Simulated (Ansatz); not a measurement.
Basis sets compared for mer-FeBr3(NH3)3 (FeBr₃N₃H₉). The state is a doublet with charge 0. Geometry r2SCAN-D4/def2-SVP. Ansatz on 4 threads of Intel Xeon 6975P-C on a shared host; times are rough, and most runs start from earlier orbitals.

Cartesian coordinates in Å:
```
Fe 0.0793 0.4015 -0.0382
Br -0.5013 0.0461 -2.3823
Br 0.6496 0.2594 2.3261
Br 0.4593 2.7539 -0.2450
N -0.3077 -1.5979 0.1751
H -0.9551 -1.7773 0.9460
H 0.5405 -2.1192 0.4080
H -0.6930 -1.9667 -0.7013
N 2.0017 0.1283 -0.5089
H 2.5632 -0.1794 0.2901
H 2.3419 1.0566 -0.7811
H 2.1495 -0.4949 -1.3065
N -1.8308 0.7840 0.3995
H -2.0585 0.5917 1.3791
H -2.5015 0.3197 -0.2179
H -1.9370 1.7942 0.2574
```

At PBE0-D4/def2-SVP, PBE0-D4/def2-TZVP the charge 0 doublet is spin-contaminated (final ⟨S²⟩ up to 0.88, 0.75 for a pure state). The order of the spin states hangs on the level: the sextet lies 0.67 eV below the doublet at PBE0-D4/def2-TZVP, but 0.15 eV above it at PBE-D4/def2-TZVP.

```json
{"level": "PBE-D4/def2-SVP", "functions": "214", "energy (Eh)": "-9153.2681", "HOMO (eV)": "-4.08", "LUMO (eV)": "-3.54", "wall time": "13 s"}
{"level": "PBE0-D4/def2-SVP", "functions": "214", "energy (Eh)": "-9153.5407", "HOMO (eV)": "-6.32", "LUMO (eV)": "-2.56", "wall time": "21 s"}
```

Problem. Estimate the rows for PBE-D4/def2-TZVP, PBE0-D4/def2-TZVP (with forces).

Solution. 
```tsv
level	functions	energy (Eh)	HOMO (eV)	LUMO (eV)	wall time
PBE-D4/def2-TZVP	336	-9154.5858	-4.54	-4.03	21 s
PBE0-D4/def2-TZVP (with forces)	336	-9154.8434	-6.63	-2.83	2.9 min
```
